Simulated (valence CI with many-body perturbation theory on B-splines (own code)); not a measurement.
Missing levels of Au XXXI

Method: relativistic CI+MBPT: three valence electrons over a frozen Dirac-Fock core [Kr] 4d10, a basis of 7 s, 7 p, 7 d, 7 f, 4 g, 2 h functions for each j, with the one-electron correlation potential Σ1 (screened to all orders), the two-electron term Σ2, the three-electron term Σ3, Breit, model QED; selected single and double excitations, second order for the rest, scaled by the run's own slope (own B-spline code, finite nucleus).

The last digits are not significant, and no measured levels were compared; by estimate large intervals hold to a few tenths of a per cent, small ones and those within an open d or f shell to about a per cent. Excitations out of the core, of the other parity, are not computed and may begin above about 184 eV (a cautious bound); beyond it only levels of the ground parity were kept, without lifetimes.

| Level | E (cm⁻¹) |
| --- | --- |
| (4f5/2^3) J=9/2 | 0.0 |
| (4f5/2^2 4f7/2) J=11/2 [a] | 34427 |
| (4f5/2^3) J=3/2 | 41373 |
| (4f5/2^2 4f7/2) J=13/2 | 60013 |
| (4f5/2^2 4f7/2) J=9/2 | 60737 |
| (4f5/2^3) J=5/2 | 62190 |
| (4f5/2^2 4f7/2) J=5/2 [a] | 73836 |
| (4f5/2^2 4f7/2) J=3/2 [a] | 74062 |
| (4f5/2^2 4f7/2) J=7/2 [a] | 75127 |
| (4f5/2^2 4f7/2) J=15/2 [a] | ? |
| (4f5/2^2 4f7/2) J=7/2 [b] | 89297 |
| (4f5/2 4f7/2^2) J=13/2 [a] | 99943 |
| (4f5/2 4f7/2^2) J=9/2 [a] | ? |
| (4f5/2^2 4f7/2) J=11/2 [b] | 101560 |
| (4f5/2^2 4f7/2) J=3/2 [b] | ? |
| (4f5/2^2 4f7/2) J=1/2 | ? |
| (4f5/2^2 4f7/2) J=5/2 [b] | ? |
| (4f5/2 4f7/2^2) J=7/2 [a] | 115480 |
| (4f5/2 4f7/2^2) J=9/2 [b] | 115560 |
| (4f5/2^2 4f7/2) J=15/2 [b] | ? |

Levels are named by their leading jj configuration (3d3/2^4 stands for four electrons in 3d with j = 3/2), which in mixed levels can hold well under half, so a name can repeat and another be missing. Letters in brackets count levels of one name in rising energy.

**Question.** The levels stand in rising order. What does the calculation give for the missing energies?

**Answer.** (4f5/2^2 4f7/2) J=15/2 [a] 79862; (4f5/2 4f7/2^2) J=9/2 [a] 101440; (4f5/2^2 4f7/2) J=3/2 [b] 106430; (4f5/2^2 4f7/2) J=1/2 107080; (4f5/2^2 4f7/2) J=5/2 [b] 111960; (4f5/2^2 4f7/2) J=15/2 [b] 117200.
